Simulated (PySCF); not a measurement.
Isomers of C6H11PSi. The calculation used PBE0-D3(BJ)/def2-SVP geometry optimisation, gas phase (PySCF). One conformer each; no zero-point energy, no entropy. No frequencies were run at this level. Point groups hold within 0.08 Å.

Question: Rank from lowest to highest electronic energy at this level (kcal/mol).
A. `[SiH3:1][CH2:2][P:3]1[CH:4]=[CH:5][CH2:6][CH:7]=[CH:8]1` with Si1–C2–P3–C4 -48°, C2–P3–C4–C5 121°, C4–C5–C6–C7 -12°, C5–C6–C7–C8 12°, C2–P3–C8–C7 -121°
B. `CC1=CC([SiH3])=C(C)P1`

Answer: B (0.0), A (5.8).

| SMILES | E (Eh) | E rel (kcal/mol) | dipole (D) | point group | A, B, C (MHz) |
| --- | --- | --- | --- | --- | --- |
| Cc1cc([SiH3])c(C)[pH]1 | -865.18967 | 0.0 | 0.89 | C1 | 2191, 1038, 720.7 |
| [SiH3]CP1C=CCC=C1 | -865.18049 | 5.8 | 0.99 | near Cs | 2100, 1051, 1004 |

Q: How do the relative energies change in single points at PBE0/pcSseg-1 (no added dispersion term) on the same geometries?

A: 
```tsv
SMILES	PBE0-D3(BJ)/def2-SVP (kcal/mol)	PBE0/pcSseg-1 (kcal/mol)	shift
Cc1cc([SiH3])c(C)[pH]1	0.0	0.0	0.0
[SiH3]CP1C=CCC=C1	5.8	5.8	0.0
```

Each column counts from its own lowest isomer. The order is unchanged; the largest shift is 0.0 kcal/mol.
